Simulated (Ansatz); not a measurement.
The first iterations of a band of Cl + GeH4 (6 atoms, charge 0, multiplicity 2).

All numbers below come from Ansatz 0.2.0, UHF/def2-SVP.

```yaml
movable_images: 5
climbing_image: yes
spring: 5.0 eV/Å²
optimiser: quadratic models (default)
start_path: through a guess of the saddle point
force_threshold: 0.05 eV/Å
iteration_limit: 60
end_points: relaxed
```

First end point:

```xyz
6
Properties=species:S:1:pos:R:3
Ge 0.005 0.000 -0.240
H 0.024 0.000 1.293
H 1.443 0.000 -0.772
H -0.724 1.251 -0.745
H -0.724 -1.251 -0.745
Cl -0.024 0.000 4.930
```

Last end point:

```xyz
6
Properties=species:S:1:pos:R:3
Ge 0.000 0.000 -0.596
H 0.001 0.000 3.102
H 1.462 0.000 -1.054
H -0.732 1.267 -1.053
H -0.732 -1.267 -1.053
Cl 0.002 0.000 4.374
```

| iteration | highest image above the first end (eV) | largest band force component (eV/Å) |
| --- | --- | --- |
| 1 | 0.564 | 4.307 |
| 2 | 0.666 | 1.946 |
| 3 | 0.401 | 3.581 |

Does the band converge within its limit, and where does its top end?

The forces met the threshold. It ended after 9 iterations with the highest image 0.468 eV above the first end. A vibrational analysis at the climbing image gives one clearly imaginary mode, 1468i cm⁻¹: a first-order saddle point.

The run took 110 s on 1 thread of Arm Neoverse V1 (shared host), peak memory 0.23 GiB.
